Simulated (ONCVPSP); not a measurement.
**Pseudopotential generation for Ta (Z = 73): ONCV, PBE, scalar-relativistic.**

* Element: Ta (Z = 73)
* Generator: ONCVPSP 4.0.1
* Type: optimised norm-conserving Vanderbilt (ONCV)
* Functional: PBE
* Relativity: scalar-relativistic
* Frozen core: [Xe] 4f14
* Valence charge: 5
* Reference configuration: 5d3 6s2
* Partial waves: 6s: rc 2.15 bohr, ncon 3, nbas 8, qcut 3.1 1/bohr, 1 projector; p scattering state at 0.4 Ha: rc 2.15 bohr, ncon 4, nbas 9, qcut 4.3 1/bohr, 2 projectors, debl 2.1 Ha; 5d: rc 2.20 bohr, ncon 5, nbas 10, qcut 7.6 1/bohr, 3 projectors, debl 1.5 Ha; f scattering state at 0.46 Ha: rc 1.85 bohr, ncon 3, nbas 6, qcut 5.3 1/bohr, 2 projectors, debl 1.9 Ha
* Local potential: polynomial inside 1.35 bohr (lpopt 5, dvloc0 0 Ha)
* Core correction: Teter function, fcfact 3.75, rcfact 1.45

Q: Does the generator finish with these settings?

A: No. ONCVPSP 4.0.1 stopped with "optimize: ERROR ps0norm > uunorm, code will stop": the continuity conditions at rc already need more norm inside rc than the all-electron wave has, so norm conservation cannot be met. It happened in the p channel.
